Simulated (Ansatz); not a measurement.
The cluster TiAl2, relaxed as a singlet with RKS PBE0-D4/def2-TZVP in Ansatz, starting from the GFN2-xTB geometry. Force threshold 0.02 eV/Å.

The structure comes from a short search, and lower isomers may exist.

Start:

Cartesian coordinates in Å:
```
Ti -2.469 -0.603 0.601
Al 2.427 0.590 -0.590
Al 0.042 0.013 -0.011
```

```csv
step,energy (eV),largest force component (eV/Å),SCF passes
1,-36291.4717,2.455,99
2,-36291.8258,0.833,66
3,-36291.8291,0.796,31
4,-36291.8572,0.062,30
5,-36291.8574,0.002,32
6,-36291.8574,0.007,40
7,-36291.8574,0.002,24
8,-36291.8575,0.003,26
9,-36291.8602,0.092,57
10,-36291.8673,0.243,58
11,-36291.8950,0.339,59
12,-36291.9766,0.404,54
13,-36292.1392,0.586,52
14,-36292.3842,0.741,51
15,-36292.7144,1.042,55
16,-36293.1036,1.157,47
17,-36293.4155,0.500,47
18,-36293.4204,0.654,41
19,-36293.4515,0.027,33
20,-36293.4517,0.008,27
```

Force components are those of the run's own axes.

End:

```csv
atom,x (Å),y (Å),z (Å)
Ti1,-0.9017,-1.0088,0.5133
Al2,1.4081,-0.2770,-0.1113
Al3,-0.5064,1.2858,-0.4019
```

Bonds formed: Ti1–Al2 (atoms count from 1). The end is the same structure that another start reached, the lowest one found.

The force fell under the threshold at step 5, but the optimiser went on and released 1.594 eV more. No frequencies were taken in this run, so the end may be a saddle point.

Run time 33 s (4 threads of Arm Neoverse V1 on a shared host).
